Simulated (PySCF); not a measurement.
C2H3BF2O, SMILES FB(O)/C=C/F. The structure is a stationary point at PBE0-D3(BJ)/def2-SVP. The structure was generated by enumeration; whether it is a known compound was not checked. Other conformers were not sampled.

These are PBE0-D3(BJ)/def2-SVP in PySCF 2.14.0 values and carry that method's errors.

Harmonic wavenumbers (cm⁻¹): 100, 147, 217, 374, 428, 547, 576, 659, 862, 874, 982, 990, 1171, 1229, 1340, 1392, 1471, 1743, 3193, 3219, 3939. Rotational constants (GHz): 9.285, 1.763, 1.481; symmetry number 1.

Task: Work out the zero-point energy and the ideal-gas rigid-rotor harmonic-oscillator thermochemistry at 298.15 K and 1 atm.

Result: ZPE = ½ Σ hcν = ½ × 25453 cm⁻¹ = 152.24 kJ/mol. H − E(el) = 170.80 kJ/mol. Entropy in J/(mol K): translation 165.12, rotation 112.91, vibration 50.78, total 328.81. G − E(el) = 72.76 kJ/mol. Cp = 93.44 J/(mol K). Modes under 150 cm⁻¹ make the vibrational entropy uncertain.
